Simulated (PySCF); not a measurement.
## Simulated absorption spectrum

Compound: C₅H₉NSi.
Bonds: C1–N2 (double), N2–Si3, Si3–C4, C4–C5, C5–C6 (double), C6–C7, Si3–C7. Hydrogens: H8, H9 on C1; H10 on Si3; H11, H12 on C4; H13 on C5; H14 on C6; H15, H16 on C7.

Method used: TDDFT B3LYP/def2-SVPD, vertical, gas phase, core orbitals frozen in the response (PySCF). One conformer (not necessarily the lowest) at the PBE0-D3(BJ)/def2-SVP geometry, without solvent, vibrations or thermal averaging.

Computed states:

| state | E (eV) | f |
| --- | --- | --- |
| S1 | 4.06 | 0.0003 |
| S2 | 5.01 | 0.0002 |
| S3 | 6.16 | 0.140 |
| S4 | 6.33 | 0.0001 |
| S5 | 6.42 | 0.0051 |
| S6 | 6.47 | 0.035 |
| S7 | 6.53 | 0.0034 |
| S8 | 6.79 | 0.040 |
| S9 | 6.81 | 0.083 |
| S10 | 6.82 | 0.023 |

Each state is given a Gaussian of 0.4 eV full width at half maximum, with ε(max) = 2.175×10⁸ f / Δν̃ (Δν̃ the width in cm⁻¹). The width is an assumption, not a result. The curve ends short of the highest state used, and states not computed would add to its high-energy end.

Question: Give the broadened spectrum and its maxima.

Answer: 
| E (eV) | ε (L mol⁻¹ cm⁻¹) |
| --- | --- |
| 3.46 | 0 |
| 3.51 | 0 |
| 3.56 | 0 |
| 3.61 | 1 |
| 3.66 | 2 |
| 3.71 | 3 |
| 3.76 | 5 |
| 3.81 | 8 |
| 3.86 | 12 |
| 3.91 | 16 |
| 3.96 | 20 |
| 4.01 | 23 |
| 4.06 | 24 |
| 4.11 | 22 |
| 4.16 | 20 |
| 4.21 | 16 |
| 4.26 | 11 |
| 4.31 | 8 |
| 4.36 | 5 |
| 4.41 | 3 |
| 4.46 | 1 |
| 4.51 | 1 |
| 4.56 | 1 |
| 4.61 | 1 |
| 4.66 | 2 |
| 4.71 | 3 |
| 4.76 | 5 |
| 4.81 | 8 |
| 4.86 | 11 |
| 4.91 | 13 |
| 4.96 | 15 |
| 5.01 | 16 |
| 5.06 | 16 |
| 5.11 | 14 |
| 5.16 | 11 |
| 5.21 | 8 |
| 5.27 | 5 |
| 5.32 | 3 |
| 5.37 | 2 |
| 5.42 | 2 |
| 5.47 | 3 |
| 5.52 | 9 |
| 5.57 | 25 |
| 5.62 | 66 |
| 5.67 | 159 |
| 5.72 | 352 |
| 5.77 | 718 |
| 5.82 | 1342 |
| 5.87 | 2300 |
| 5.92 | 3618 |
| 5.97 | 5227 |
| 6.02 | 6940 |
| 6.07 | 8482 |
| 6.12 | 9568 |
| 6.17 | 10007 |
| 6.22 | 9775 |

Maxima: 306 nm (4.05 eV), ε about 24, made up of S1 (100%); 247 nm (5.01 eV), ε about 16, made up of S2 (100%); 201 nm (6.18 eV), ε about 10000, made up of S3 (93%) (ε in L mol⁻¹ cm⁻¹; maxima over ε = 5, shares over 10%).

Question: On this curve, what absorbance would a 10⁻⁵ mol/L sample give at 248 nm over a 1 cm path?

Answer: 248 nm is 4.999 eV, where ε is about 16 L mol⁻¹ cm⁻¹, so A = ε c l ≈ 0.00016 (Beer–Lambert, with the gas-phase spectrum and the assumed width).

Question: Does any computed singlet lie in the visible range?

Answer: No computed singlet lies in the visible range (380 to 750 nm); the lowest, at 306 nm, stands 0.79 eV above its violet end (3.26 eV).

Question: Coming from long wavelengths, where does ε first pass 100 L mol⁻¹ cm⁻¹?

Answer: At about 220 nm (5.64 eV), 1.59 eV above S1.

The vertical ionisation energy (ΔSCF) is 8.70 eV, 1.88 eV above S10.
